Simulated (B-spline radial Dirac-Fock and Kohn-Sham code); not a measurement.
The computed values come from a radial B-spline solver: the Dirac equation of a negative muon with reduced mass in the field of a spherical finite nucleus, with the Uehling potential to all orders; nuclear polarisation, deformation, hyperfine structure, self-energy, higher-order vacuum polarisation, relativistic recoil and electron screening are left out. The nuclear charge is a Fermi distribution (skin thickness 2.3 fm).

Question: A muonic atom of atomic mass 33.97 u emits these computed lines: 2p3/2 → 1s1/2 516.3 keV, 3d5/2 → 2p3/2 100.2 keV, 4f7/2 → 3d5/2 34.98 keV, 5g9/2 → 4f7/2 16.17 keV. Which element is it, and what rms charge radius was used?

Answer: Sulfur (Z = 16, nuclide ³⁴S); the high transitions hardly feel the nucleus and fix Z. The 2p → 1s line lies 24.35 keV below the value for a point nucleus without QED, which for this nuclear model gives a radius near 3.28 fm (3.2847 fm was used).
